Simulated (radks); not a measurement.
Values are calculated unless marked as measured or tabulated.
The lithium ion Li2+ inside a hard spherical wall (all orbitals vanish at R), configuration held at 1s1 and not refilled when levels cross. Code: a radial shooting solver on a logarithmic mesh with Libxc functionals. Model: scalar-relativistic Kohn-Sham, PBEsol, spin-polarised, spherical densities, point nucleus; open shells are filled with parallel spins first. Eigenvalues in eV for spin up, with the zero of energy where the potential of the charges vanishes at infinity; a dash marks a level that is unbound or too diffuse for the functional's potential to be trusted. A positive occupied level is held by the wall or, in an anion where self-interaction has pushed it up, behind a barrier. The pressure on the wall is -dE/dV.

R (bohr),E (hartree),kinetic (hartree),e(1s),"e(2s, empty)","e(2p, empty)",pressure (GPa)
free,-4.45051,4.443,-102.83,-,-,0
12,-4.45051,4.443,-102.83,-,-,< 0.0001
10,-4.45051,4.443,-102.83,-,-,< 0.0001
8,-4.45051,4.443,-102.83,-,-,< 0.0001
7,-4.45051,4.443,-102.83,-,-,< 0.0001
6,-4.45051,4.443,-102.83,-,-,< 0.0001
5,-4.45051,4.443,-102.83,-,-17.489,< 0.0001
3.5,-4.45050,4.443,-102.83,-15.829,-15.673,0.00505
3,-4.45044,4.444,-102.83,-11.967,-13.418,0.0830
2.5,-4.44976,4.452,-102.79,-3.092,-8.467,1.35
1.5,-4.37274,4.884,-99.611,80.245,34.288,360
